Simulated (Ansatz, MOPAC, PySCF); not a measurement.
Pair of molecules: CH4O (SMILES CO) (first 6 atoms) with CH3I (SMILES CI); geometry from B3LYP-D3(BJ)/def2-TZVP.
(charge 0, multiplicity 1):
```csv
atom,x (Å),y (Å),z (Å)
C,0.6641,0.2762,0.2282
O,-0.6655,0.2888,0.7300
H,1.4043,0.4083,1.0249
H,0.7487,1.1087,-0.4690
H,0.8896,-0.6512,-0.3087
H,-0.7476,-0.4174,1.3828
C,-0.2552,1.5591,3.8046
I,0.0437,-0.5475,4.1822
H,-0.5243,1.6437,2.7575
H,-1.0523,1.8889,4.4604
H,0.6796,2.0586,4.0306
```

Counterpoise-corrected where a basis set is named; no monomer relaxation.

The state that PM3, PM6 reach isn't checked.

Codes used: Ansatz (Gaussian basis) for Hartree–Fock, density functionals and correlated methods; MOPAC for PM3, PM6 (differences of heats of formation); PySCF for the dispersion terms. Each number belongs to the level named beside it. In def2 rows elements past Kr take small-core potentials, without spin–orbit coupling.

Problem. One of these levels gives -4.41 kcal/mol for the interaction energy. Name it.
A. PBE-D3(BJ)/def2-TZVPPD
B. PM3
C. SVWN5/def2-TZVPPD
D. PM6

Solution. A, PBE-D3(BJ)/def2-TZVPPD. The others give 2.37 (PM3), -3.27 (PM6), -6.37 (SVWN5/def2-TZVPPD)

Ansatz is a quantum-chemistry and plane-wave program.
